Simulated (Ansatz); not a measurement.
Reaction (redistribution): `C[Se][Ti]([F])([F])[Se]C` + `[OH][InH2]` → `C[Se][InH2]` + `C[Se][Ti]([OH])([F])[F]`

Gas-phase electronic energies from Ansatz, PBE0-D4/def2-TZVP geometries. CBS: MP2 limit from def2 TZ/QZ plus the TZ coupled-cluster correction, frozen cores. Elements past krypton have def2 core potentials. For In, Se, Ti outer-core shells are correlated without core-valence functions, which leaves a few kJ/mol of doubt a bond. Scalar relativity is left out up to krypton. Each species was taken in one conformer, which may not be the lowest.

```
                   species  HF/def2-TZVPP energy (Eh)
`C[Se][Ti]([F])([F])[Se]C`                -5926.52104
              `[OH][InH2]`                 -265.84340
             `C[Se][InH2]`                -2629.86082
 `C[Se][Ti]([OH])([F])[F]`                -3562.55438
```

(1) Work out ΔE.

Largest T1 diagnostic among the species: 0.022, so the coupled-cluster value is less sure than usual.

Answers

(1) ΔE = (-2629.86082) + (-3562.55438) − (-5926.52104) − (-265.84340) = -0.05076 Eh = -31.9 kcal/mol. CCSD(T)/CBS gives -21.6 kcal/mol.

The D4 term adds +1.9 kcal/mol with B3LYP and +1.1 kcal/mol with PBE0; it sums over pairs of atoms, weighted by their polarisabilities, and B3LYP, whose exchange is more repulsive, gets the larger term. In def2-TZVPP, CCSD(T) changes the Hartree–Fock value by +9.7 kcal/mol (the triples alone add +3.0 kcal/mol) and MP2 by +12.3 kcal/mol. From PBE to PBE0 (25 % exact exchange), in def2-TZVPP and without D4, ΔE moves by −2.2 kcal/mol.

B3LYP here is the variant with VWN-RPA as its local correlation; programs differ in this.
